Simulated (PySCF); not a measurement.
Ga(Me)3 (C₃H₉Ga), SMILES [CH3][Ga]([CH3])[CH3].

Geometry optimised at ωB97X-D3(BJ)/def2-SVP. The isomer is the one that the SMILES or the coordinates give; other isomers of the formula were not compared.

Two levels are set side by side: PBE/def2-TZVP (PySCF) and PBE0/def2-TZVP (PySCF). Same geometry, gas phase. Differences are taken from unrounded values.

```json
[
 {"quantity": "orbital gap (eV)", "PBE0": "6.94", "PBE": "4.90", "PBE minus PBE0": "-2.05"},
 {"quantity": "highest occupied level (eV)", "PBE0": "-7.44", "PBE": "-6.22", "PBE minus PBE0": "1.22"},
 {"quantity": "lowest empty level (eV)", "PBE0": "-0.50", "PBE": "-1.32", "PBE minus PBE0": "-0.82"},
 {"quantity": "mean polarisability (bohr³)", "PBE0": "65.9", "PBE": "68.5", "PBE minus PBE0": "2.6"}
]
```

Without exact exchange PBE keeps part of each electron's self-repulsion, which lifts occupied levels and narrows the gap. Loosely held outer electrons make PBE densities more polarisable. Differences between two approximate levels are no errors against the true value.

Rough cost on one machine, each run with all the roots and properties that it gave: PBE0 against PBE within a factor of 2.
